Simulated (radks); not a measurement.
The numbers below are computed, except where a source is named.
Excited configurations of Ru2+: one electron is placed in a higher orbital outside [Kr] 4d5. The ground configuration is [Kr] 4d6. Code: a radial shooting solver on a logarithmic mesh with Libxc functionals. Model: scalar-relativistic Kohn-Sham, PBE, spin-polarised, spherical densities, point nucleus; open shells are filled with parallel spins first (spin-orbit coupling, left out, can overturn this in heavy ions). Excitation = E - E(ground); binding = E(ion) - E, where the ion is the core of charge +3; n* = 3/sqrt(2 binding) in atomic units, and the quantum defect is n - n*.

outer orbital  excitation (eV)  binding (eV)     n*  quantum defect  eigenvalue (eV)  <r> (bohr)
4f                      19.941         8.488  3.798           0.202           -6.571       5.088
6d                      21.371         7.058  4.165           1.835           -5.980       8.143
6f                      24.317         4.111  5.458           0.542           -3.489       13.41
7s                      21.326         7.102  4.152           2.848           -6.148       8.990
7f                      25.400         3.029  6.358           0.642           -2.617       19.08

The Delta-SCF ionisation energy is 28.429 eV (NIST Atomic Spectra Database: 28.470 eV, semi-empirical). Self-interaction in the functional shifts the binding energies and quantum defects, so they are the method's values and not measured ones. Open shells are spherical and high-spin; term and fine-structure splittings are not resolved.
